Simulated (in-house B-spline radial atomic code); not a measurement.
The numbers below are computed, except where a source is named.
Softness against transferability: the 4s channel of Nb

Nb, [Kr] 4d4 5s1, non-relativistic LDA (VWN5), spherical and spin-unpolarised, from a B-spline radial code for spherical atoms (atomic units). The all-electron 4s level is ε = -2.036691 hartree, its outermost node lies just inside 0.55 bohr and its outer maximum at 1.05 bohr.

Troullier-Martins pseudo-orbitals are made for several radii. The cutoffs (hartree) are the plane-wave energies beyond which the orbital holds less than the named kinetic energy per electron. The phase error is the difference, pseudo minus all-electron, of arctan(R P'/P) at R = 1.77 bohr for all radii, half a hartree below and above the level.

```csv
r_c (bohr),V_l(0) (hartree),cutoff for 10 mEh,for 1 mEh,for 0.1 mEh,phase error at ε − 0.5 (mrad),at ε + 0.5 (mrad)
0.79,-35.20,141,265,> 450,-14.5,-4.9
0.91,-8.95,48.4,128,223,-5.1,-1.2
1.05,4.20,31.7,48.4,86.1,-3.0,-0.7
1.19,5.19,30.4,45.3,80.9,-2.9,-0.6
1.32,2.82,27.4,40.9,72,-4.5,-1.0
1.47,0.48,15.7,34.6,59.6,-9.7,-2.1
```

Q: Which radius needs the lowest cutoff for 1 mEh while both phase errors stay within 5.2 mrad?

A: The radii within that limit are 0.91, 1.05, 1.19, 1.32 bohr; of these r_c = 1.32 needs the least, 40.9 hartree, that is 81.8 Ry or 1113 eV.

Q: What does the larger radius buy, and what does it cost?

A: From r_c = 0.79 to 1.47 bohr the cutoff for 1 mEh goes from 265 to 34.6 hartree, a factor of 7.66, against 3.46 for a pure 1/r_c² scaling, end to end; step by step it is 265, 128, 48.4, 45.3, 40.9, 34.6, and for 0.1 mEh > 450, 223, 86.1, 80.9, 72, 59.6; the number of plane waves goes as the cutoff to the power 3/2, here a factor of 21.2. The larger of the two phase errors is least at r_c = 1.19 bohr, 2.9 mrad; it is 14.5 at the smallest radius and 9.7 at the largest. These errors test the reference atom alone. The smallest radius lies well inside the outer maximum, where the nodeless form must bend sharply to keep the norm, so it is both harder and scatters less well than the next. Large radii also let the cores of neighbours overlap, which an atom doesn't show.
